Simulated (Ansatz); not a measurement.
Ansatz (a program for electronic structure) input (r2SCANh/def2-TZVPD):

Ansatz 0.2 input:
```yaml
crystal:
  periodic: [false, false, false]
  atoms:
    - {symbol: Pb, position_ang: [-0.00119146, 0.00638157, 0.63746618]}
    - {symbol: Cl, position_ang: [0.89090641, 1.01631851, -1.54608692]}
    - {symbol: Cl, position_ang: [-0.88515935, -1.04710020, -1.52874995]}
basis:
  gaussian:
    orbitals: def2-TZVPD
hamiltonian:
  xc: {name: r2SCANh}
total_charge: 1
magnetization: {spin_polarized: true, initial_magnetization: 1}
output: {forces: true}
```

End of the output:

```
mean field: 0.95 GiB planned
mean field evaluation 1: about -30275.6891 eV, gradient 4.0e1 eV
mean field evaluation 2: about -30171.7793 eV, gradient 1.3e2 eV
mean field evaluation 4: about -30287.4752 eV, gradient 8.9e0 eV
mean field evaluation 8: about -30287.9861 eV, gradient 6.6e-2 eV
mean field evaluation 16: about -30288.0115 eV, gradient 1.5e-4 eV
mean field evaluation 32: about -30285.9715 eV, gradient 8.3e-1 eV
mean field -30288.01152390 eV, -1113.0638935516 hartree, gradient 6.6e-5 eV, S^2 0.757612; 3 other end points of the search recorded, 0 dependent functions left out
the calculation of the forces begins
reference -30288.01154417 eV, -1113.0638942968 hartree; 28, 27 occupied and 120, 121 virtual orbitals, 956 factors
Total energy: -30288.01154417 eV, -1113.0638942968 hartree
Atom 0 at    -0.001191     0.006382     0.637466 Å, force     0.000751    -0.004024    -0.401927 eV/Å
Atom 1 at     0.890906     1.016319    -1.546087 Å, force    -0.161618    -0.185319     0.202538 eV/Å
Atom 2 at    -0.885159    -1.047100    -1.528750 Å, force     0.160867     0.189342     0.199390 eV/Å
Dipole moment:    -0.001136     0.006083     0.607657 e Å
```
